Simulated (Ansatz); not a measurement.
formic acid (CH2O2), singlet, at a GFN2-xTB geometry; WB97M-V/def2-SVP in Ansatz (a quantum-chemistry and plane-wave program).

Here is a job for Ansatz.
Ansatz 0.2 input:
```yaml
crystal:
  periodic: [false, false, false]
  atoms:
    - {symbol: O, position_ang: [-1.01613456, -0.43506422, 0.00008010]}
    - {symbol: C, position_ang: [-0.00172708, 0.41293984, -0.00731108]}
    - {symbol: O, position_ang: [1.15287091, 0.11408067, 0.00661676]}
    - {symbol: H, position_ang: [-0.69904529, -1.35443854, 0.01870322]}
    - {symbol: H, position_ang: [-0.38448302, 1.44466792, -0.02841162]}
basis:
  gaussian:
    orbitals: def2-SVP
hamiltonian:
  xc: {name: wB97M-V}
```

**Question.** Predict the main parts of the log of this Ansatz run.

**Answer.** 
```
Functional definition: wB97M-V
560 factors; their error is unknown
114 factors; integrals over basis functions are off by at most 9.3e-6 eV
mean field evaluation 1: about -5154.4290 eV, gradient 4.5e1 eV
mean field evaluation 2: about -5153.6962 eV, gradient 5.2e1 eV
mean field evaluation 4: about -5158.0995 eV, gradient 2.4e0 eV
mean field evaluation 8: about -5158.1100 eV, gradient 3.6e-2 eV
mean field evaluation 16: about -5158.1069 eV, gradient 1.3e-5 eV
mean field -5158.10693581 eV, -189.5569336004 hartree, gradient 1.3e-5 eV, S^2 0.000000; 0 other end points of the search recorded, 0 dependent functions left out
reference -5158.10695913 eV, -189.5569344574 hartree; 12, 12 occupied and 40, 40 virtual orbitals, 560 factors
Total energy: -5158.10695913 eV, -189.5569344574 hartree
```
